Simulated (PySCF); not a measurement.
# Radial density of O (oxygen, neutral)

UHF, [He] 2s2 2p4, high-spin 3P determinant. All numbers are calculated (PySCF 2.14, the spin-free X2C one-electron Hamiltonian (Gaussian nucleus), in jorge-DZP-DKH).

```csv
r (bohr),4πr²ρ (e/bohr),4πr²(ρα − ρβ)
0.00285,0.03148,0.0000
0.00480,0.08707,0.0000
0.00808,0.2332,0.0001
0.0136,0.5938,0.0002
0.0229,1.439,0.0006
0.0384,3.158,0.0019
0.0646,5.892,0.0072
0.109,8.332,0.0333
0.183,7.575,0.1448
0.308,3.991,0.5007
0.517,3.479,1.2326
0.870,4.805,1.6096
1.46,2.738,0.8548
2.46,0.5038,0.1386
4.14,0.01619,0.0053
```

Densities and radii are taken from the X2C orbitals without a picture-change correction, which distorts them close to the nucleus.
